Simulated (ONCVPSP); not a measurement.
# Configuration tests for Ca (ONCV)

```json
{"Element": "calcium (Ca)", "Generator": "ONCVPSP 4.0.1", "Type": "optimised norm-conserving Vanderbilt (ONCV)", "Functional": "PBE", "Relativity": "scalar-relativistic", "Frozen core": "[Ne]", "Valence charge": "10", "Reference configuration": "3s2 3p6 4s2", "Partial waves": "3s+4s: rc 2.35 bohr, ncon 5, nbas 8, qcut 6.7 1/bohr, 2 projectors; 3p: rc 1.85 bohr, ncon 5, nbas 8, qcut 8.8 1/bohr, 1 projector; d scattering state at 0.22 Ha: rc 2.15 bohr, ncon 5, nbas 7, qcut 4.6 1/bohr, 1 projector", "Local potential": "polynomial inside 1.75 bohr (lpopt 5, dvloc0 4 Ha)", "Core correction": "Teter function, fcfact 5.5, rcfact 1.45"}
```

In the d channel the program set the typed energies aside and used -0.072 Ha.

Energies are relative to the spin-unpolarised reference configuration 3s2 3p6 4s2; without spin polarisation the order of configurations can differ from experiment.

Give the all-electron excitation energy and the error of the potential for: 3s2 3p6 4s1; 3s2 3p6 4s0; 3s2 3p6 4s1.5; 3s2 3p6 4s1 4p1.

```tsv
valence configuration	charge	ΔE all-electron (eV)	error AE − PS (meV)
3s2 3p6 4s1	+1	6.309	-0.6
3s2 3p6 4s0	+2	18.130	-3.7
3s2 3p6 4s1.5	+0.5	2.504	-0.1
3s2 3p6 4s1 4p1	0	2.422	-40
```

Levels in the configuration 3s2 3p6 4s1:

```
level  all-electron (eV)  pseudo (eV)
   3s            -53.993      -54.010
   3p            -34.882      -34.887
   4s             -8.966       -8.967
```

Note: ghosts flagged at negative energy: s at -2919.6 eV; no localised positive-energy state flagged. A true bound ghost makes a file unfit for plane-wave use.
